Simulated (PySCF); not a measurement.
PySCF 2.14 output of a UHF calculation on a single atom or ion in aug-cc-pVDZ-DK (7s6p4d2f, 59 functions), with the spin-free X2C one-electron Hamiltonian (Gaussian nucleus):

```
SCF conv_tol = 1e-09
number electrons alpha = 15  beta = 12
cycle= 1 E= -1391.87915607786  delta_E= -0.00646  |g|= 0.0269  |ddm|= 0.0413
cycle= 2 E= -1391.87927778036  delta_E= -0.000122  |g|= 0.00415  |ddm|= 0.00608
cycle= 3 E= -1391.87928192969  delta_E= -4.15e-06  |g|= 0.00116  |ddm|= 0.0046
cycle= 4 E= -1391.87928235878  delta_E= -4.29e-07  |g|= 0.000436  |ddm|= 0.00185
cycle= 5 E= -1391.87928252704  delta_E= -1.68e-07  |g|= 5.64e-05  |ddm|= 0.00106
cycle= 6 E= -1391.87928252928  delta_E= -2.24e-09  |g|= 1.05e-05  |ddm|= 0.000254
cycle= 7 E= -1391.87928252947  delta_E= -1.89e-10  |g|= 2.47e-06  |ddm|= 9.24e-05
converged SCF energy = -1391.87928252947  <S^2> = 3.7601515  2S+1 = 4.0050725
```

The run itself started from symmetry-adapted Hartree-Fock orbitals and held the occupation by maximum overlap, so the iterations belong to that start.

Q: Which element, charge and spin multiplicity is this?

A: Co (cobalt, neutral), multiplicity 4; the state was [Ar] 3d7 4s2, high-spin 4F determinant.
